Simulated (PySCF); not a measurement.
## How methods differ on the excitation energy of Zr

Zr [Kr] 4d2 5s2 (3F) → Zr [Kr] 4d4 (5D), as a difference of total energies. Computed with PySCF 2.14 in ANO-RCC-VDZP, with the spin-free X2C one-electron Hamiltonian (Gaussian nucleus). Correlated levels: valence: [Kr] frozen; valence and next inner shell: [Ar] 3d10 frozen. The calculations carry no spin-orbit coupling.

```
                                method  excitation energy (cm⁻¹)
                                   UHF                     21804
                                   LDA                     19114
                                   PBE                     17844
                                  PBE0                     18073
                                r2SCAN                     17674
                               LC-wPBE                     17272
                                   M06                     24878
                                  BLYP                     22372
                               r2SCANh                     17952
                         MP2 (valence)                     23684
                     SCS-MP2 (valence)                     27788
    MP2 (valence and next inner shell)                     22899
SCS-MP2 (valence and next inner shell)                     26372
```

A first-order spin-orbit estimate (lowest level to lowest level, LS coupling) adds 0.046 eV.
